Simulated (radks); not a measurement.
Question: Species: Hg III. Configuration: [Xe] 4f14 5d8 6p2 (not the ground configuration). All-electron calculation, scalar-relativistic Kohn-Sham, BLYP, spin-unpolarised, spherical densities, finite nucleus; Fermi nuclear charge, rms radius 5.4648 fm. Program: a radial shooting solver on a logarithmic mesh with Libxc functionals. Some entries of the table are withheld. Estimate them.

orbital,occ.,eigenvalue (eV),r(max) (bohr)
1s,2,(1),0.01023
2s,2,-14767.94,0.05915
2p,6,-12744.09,0.04906
3s,2,-3527.760,0.1668
3p,6,-2942.728,0.1664
3d,10,-2325.860,0.1355
4s,2,-799.2377,0.3757
4p,6,-607.3406,0.3957
4d,10,-379.3097,0.4027
5s,2,-148.2610,(2)
4f,14,-126.4726,(3)
5p,6,-96.1232,0.9247
5d,8,-37.3098,1.136
6p,2,-18.3011,(4)

Answer: 
(1) 1s eigenvalue (eV): -83174.40
(2) 5s r(max) (bohr): 0.8262
(3) 4f r(max) (bohr): 0.3663
(4) 6p r(max) (bohr): 2.466
